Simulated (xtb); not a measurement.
CH₃AlClFS, SMILES [Cl][Al]([S]C)[F]. All values are semi-empirical tight-binding results from xtb (GFN2-xTB unless named), good for trends rather than for accurate numbers. The structure is a stationary point at GFN2-xTB. The structure was generated by enumeration; whether it is a known compound was not checked. One conformer was computed; it need not be the lowest.

For metal compounds this method's bond lengths and energies can be far off.

Computed properties:
```
Property                                       Value
-------------------------------------  -------------
orbital gap                                  3.24 eV
zero-point energy                      26.5 kcal/mol
G − E(el) at 298.15 K (modified RRHO)   5.4 kcal/mol
```
